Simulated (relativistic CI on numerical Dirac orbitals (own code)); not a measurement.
Ligand-field terms of d8

Computed with a parametric ligand-field model of a d^n configuration (Racah B and C, spin-orbit zeta, crystal field), exact diagonalisation.

Field parameters in Wybourne normalisation: D3d B²₀ = −7Dσ, B⁴₀ = −14Dq − 21Dτ, B⁴₃ = −14√(10/7) Dq; Oh B⁴₀ = 21Dq, B⁴₄ = √(5/14) B⁴₀. The field is a parameter set, without covalency.

Task: Ground term and bands for B = 870, C = 3700, ζ = 0 cm⁻¹, Oh, 10Dq = 31850 cm⁻¹?

Result: Ground term 3A2 with 2.00 electrons in the two orbitals of the cubic e set. Spin-allowed: 3T2 31850 cm⁻¹ (314 nm), 3T1 41205 cm⁻¹ (243 nm), 3T1 67395 cm⁻¹ (148 nm). Lowest spin-forbidden: 1E 14220 cm⁻¹ (703 nm), 1A1 26241 cm⁻¹ (381 nm), 1T2 45935 cm⁻¹ (218 nm). With an A2 ground term the first spin-allowed band lies at |10Dq| itself.

Task: Ground term and bands for B = 910, C = 4080, ζ = 0 cm⁻¹, D3d, 10Dq = 9700, Dσ = -1200, Dτ = 360 cm⁻¹?

Result: Ground term 3A2 with 2.04 electrons in the two orbitals of the cubic e set. Spin-allowed: 3E 11314 cm⁻¹ (884 nm), 3A1 12149 cm⁻¹ (823 nm), 3A2 16003 cm⁻¹ (625 nm), 3E 19954 cm⁻¹ (501 nm). Lowest spin-forbidden: 1E 14836 cm⁻¹ (674 nm), 1A1 23954 cm⁻¹ (417 nm), 1E 25529 cm⁻¹ (392 nm).

Task: Ground term and bands for B = 750, C = 3130, ζ = 0 cm⁻¹, Oh, 10Dq = 14000 cm⁻¹?

Result: Ground term 3A2 with 2.00 electrons in the two orbitals of the cubic e set. Spin-allowed: 3T2 14000 cm⁻¹ (714 nm), 3T1 20847 cm⁻¹ (480 nm), 3T1 32403 cm⁻¹ (309 nm). Lowest spin-forbidden: 1E 12027 cm⁻¹ (831 nm), 1A1 20965 cm⁻¹ (477 nm), 1T2 25816 cm⁻¹ (387 nm). With an A2 ground term the first spin-allowed band lies at |10Dq| itself.

Task: Ground term and bands for B = 1010, C = 4980, ζ = 0 cm⁻¹, D3d, 10Dq = 13500, Dσ = 1200, Dτ = -100 cm⁻¹?

Result: Ground term 3A2 with 2.01 electrons in the two orbitals of the cubic e set. Spin-allowed: 3A1 12443 cm⁻¹ (804 nm), 3E 13716 cm⁻¹ (729 nm), 3E 20542 cm⁻¹ (487 nm), 3A2 22659 cm⁻¹ (441 nm). Lowest spin-forbidden: 1E 17479 cm⁻¹ (572 nm), 1A1 27620 cm⁻¹ (362 nm), 1A1 30198 cm⁻¹ (331 nm).

Task: Ground term and bands for B = 760, C = 3040, ζ = 0 cm⁻¹, Oh, 10Dq = 21550 cm⁻¹?

Result: Ground term 3A2 with 2.00 electrons in the two orbitals of the cubic e set. Spin-allowed: 3T2 21550 cm⁻¹ (464 nm), 3T1 29371 cm⁻¹ (340 nm), 3T1 46679 cm⁻¹ (214 nm). Lowest spin-forbidden: 1E 12003 cm⁻¹ (833 nm), 1A1 21832 cm⁻¹ (458 nm), 1T2 33404 cm⁻¹ (299 nm). With an A2 ground term the first spin-allowed band lies at |10Dq| itself.
